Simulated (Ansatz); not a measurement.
The cluster Hf₃⁺. Charge 1, multiplicity 2. Geometry PBE-D4/def2-TZVP; atoms count from 1.

```xyz
3

Hf    0.800   -0.838    1.071
Hf    0.749    1.071   -0.883
Hf   -1.549   -0.233   -0.187
```

In the def2 sets Hf takes a core potential; there is no spin–orbit coupling. The charge 1 doublet is spin-contaminated (final ⟨S²⟩ up to 0.99, 0.75 for a pure state). The structure comes from a short search, and lower isomers may exist.

Problem. Estimate the Mulliken populations from the PBE0/def2-TZVP orbitals of Ansatz.

Solution. 
```tsv
atom	charge (e)	spin (α − β)	d electrons
Hf1	0.33	-0.03	2.15
Hf2	0.35	1.07	2.27
Hf3	0.33	-0.03	2.15
```
Mulliken values and Mayer orders depend strongly on the basis.

Problem. Where does the spin sit?

Solution. Summed by element: Hf 1.00, of 1 unpaired in all. Largest on single atoms: Hf2 1.07, Hf1 -0.03, Hf3 -0.03.

Problem. And the Mayer bond orders between bonded heavy atoms (over 0.3)?

Solution. Hf1–Hf2 1.96 (2.73 Å); Hf1–Hf3 1.93 (2.73 Å); Hf2–Hf3 1.96 (2.73 Å).
